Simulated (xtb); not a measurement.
BaF2, SMILES [F][Ba][F]. All values are semi-empirical tight-binding results from xtb (GFN2-xTB unless named), good for trends rather than for accurate numbers. The structure is a stationary point at GFN2-xTB. The isomer is the one that the SMILES or the coordinates give; other isomers of the formula were not compared.

For metal compounds this method's bond lengths and energies can be far off.

```json
{
  "point_group_as_xtb_finds_it": "C2v",
  "orbital_gap": "1.34 eV",
  "zero_point_energy": "0.9 kcal/mol",
  "G − E(el) at 298.15 K (modified RRHO)": "-17.1 kcal/mol"
}
```
